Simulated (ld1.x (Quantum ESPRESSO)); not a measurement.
# Ranking TM semilocal potentials for Mo

All share these settings but for the change named:

ld1.x (Quantum ESPRESSO) 7.5 input, shortened:

```
&input
   title='Mo', zed=42., rel=1, dft='PBESOL', iswitch=3,
   config='[Kr] 4d5 5s1 5p0'
 /
 &inputp
   pseudotype=1, tm=.true., lloc=0,
   nlcc=.false.
 /
3
4P  2  1   6.00   0.00  1.10  1.10  0.0
4D  3  2   5.00   0.00  2.25  2.25  0.0
4S  1  0   2.00   0.00  1.40  1.40  0.0
 &test
   configts(1)='4s2 4p6 4d5 5s1 5p0'
 /
```

Occupied shells without a wave of their own: 5s. They enter only through the test configuration that unscreens the potential.

Test errors are all-electron minus pseudo excitation energies from the reference, over 4s2 4p6 4d5 5s0 5p0; 4s2 4p6 4d4 5s0 5p0; 4s2 4p6 4d3 5s0 5p0; 4s2 4p6 4d2 5s0 5p0; 4s1 4p6 4d5 5s1 5p0; 4s2 4p5 4d5 5s1 5p0; 4s2 4p6 4d5 5s0 5p1. None of these files shows a bound ghost.

The base gives 770.0 meV.

Of 7 variants that were run, those that failed, showed a ghost or another fault, or gave nearly equal values are left out.

A variant can come out equal or close to the base, since the largest error may sit in a test that the change hardly touches while other tests move.

Rank these variants by their largest absolute test error, smallest first.
A. wave 4d (bound): rc 2.25 bohr becomes 4d (bound): rc 2.74 bohr
B. wave 4s (bound): rc 1.40 bohr becomes 4s (bound): rc 0.86 bohr
C. functional PBE

B (483.1 meV), A (636.4 meV), C (768.6 meV).
